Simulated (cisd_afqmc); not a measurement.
Input (AFQMC/CISD/aug-cc-pVTZ; cisd_afqmc is a phaseless AFQMC code with CISD trial states that reads the integrals written by Ansatz):

Ansatz 0.2 input:
```python
import cisd_afqmc

open("ham.yaml", "w").write("""\
crystal:
  periodic: [false, false, false]
  atoms:
    - {symbol: O, position_ang: [0.00000000, 0.00000000, 0.00000000]}
basis:
  gaussian:
    orbitals: aug-cc-pVTZ
magnetization: {spin_polarized: true, initial_magnetization: 2}
correlation: {method: ccsd, electrons: outside_noble_gas, hamiltonian_folder: ham}
scf: {lower_state_search: full}
""")
rep = cisd_afqmc.ansatz("ham.yaml")
e_ccsd = rep["correlation"]["coupled_cluster"]["energy"]["hartree"]
out = cisd_afqmc.run("ham", e_ccsd, trial="CISD", walkers=200, populations=8, threads=8, dt=0.005, steps=40, early=24, settle=10, least=32,
    cut=5e-5, rank_cut=2e-4, target=0.0004, seconds=1500, seed=1, memory=12960, gpu=False)
```

Output:

```
orbitals 45, occupied [4, 2], factors 245 of 279, rank of the doubles 156 of 250
E(HF) = -74.812982
E(CCSD) on the cut factors = -74.975520, shift to the whole factors -0.000002
Energy of the trial state on the determinant = -74.975448
  tau behind 7.2 of longer steps, mean of the populations' last blocks
   2.0  -74.97911
   4.0  -74.97909
   6.0  -74.97922
   8.0  -74.97886
blocks 356 (1 outliers left out), error by blocks joined: 1: 0.00004, 2: 0.00005, 4: 0.00005, 8: 0.00006, 16: 0.00006
E(AFQMC/CISD) = -74.97909 +/- 0.00006
```
